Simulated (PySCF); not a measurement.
A structure optimised at PBE-D3(BJ)/def2-SVP, used in a PySCF frequency run:

```
C
H 1 1.1124
C 1 1.4502 2 111.50
C 3 1.2247 2 152.46 1 179.42
H 4 1.0806 2 162.11 1 178.62
C 1 1.5416 2 111.92 3 134.28
C 6 1.3666 1 102.81 2 101.94
H 7 1.0985 6 129.29 1 -178.37
H 6 1.1074 7 131.06 8 5.34
B 7 1.5413 8 143.74 6 165.56
F 10 1.3271 7 135.59 8 -10.12
```

Write its SMILES and formula.

C#C[C@@H]1C=CB1F, C₅H₄BF

What are its rotational constants (standard atomic weights)?

4.3041, 2.1953, 1.5683 GHz
